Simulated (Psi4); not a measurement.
C$_{4}$H$_{6}$, triplet, at a GFN2-xTB geometry (a higher spin typed on purpose: for a closed-shell molecule this is an excited state), with bond 10-4 at 1.6 times its length. Base run: Psi4 with PBE/6-31G.

Input for Psi4:
```
memory 2 GB

molecule mol {
0 3
  C     1.754599    0.263780   -0.676610
  C     0.650068   -0.060478    0.177821
  C    -0.686995    0.056533   -0.167933
  C    -1.727704   -0.257642    0.660565
  H     2.194844    1.246211   -0.672374
  H     2.208582   -0.479428   -1.309498
  H     0.872095   -0.428401    1.179121
  H    -0.911263    0.421928   -1.162435
  H    -2.748788   -0.149124    0.344629
  H    -1.451819   -0.844368    2.255653
}

set basis 6-31g
set reference uks

energy('pbe')
print_variables()
```

The base run was repeated with changes; each row names its change, and settings that it needs were set with it.

```
change                                        ΔE vs base (mEh)  SCF cycles  grid points  basis functions
--------------------------------------------  ----------------  ----------  -----------  ---------------
base                                                     0.000          12       214402               48
dft_radial_scheme = mura                                 0.000          12       216955               48
scf_type = out_of_core                                   0.025          12       214402               48
level_shift = 0.3                                        0.000          12       214402               48
scf_type = dfdirj+link                                   0.000          12       214402               48
guess = modhuckel                                        0.000          13       214402               48
dft_spherical_points = 974                               0.000          12       690385               48
soscf = true                                             0.000           8       214402               48
df_basis_scf = def2-universal-jkfit                     -0.033          12       214402               48
cholesky_tolerance = 1e-6 (with scf_type cd)             0.024          12       214402               48
scf_type = disk_df                                       0.000          12       214402               48
dft_radial_points = 35                                   0.161          12       101964               48
guess = sap                                              0.000          14       214402               48
```

Open shells are given as the SCF converged; they aren't shown to be the lowest states, and a large step between rows can be another state.
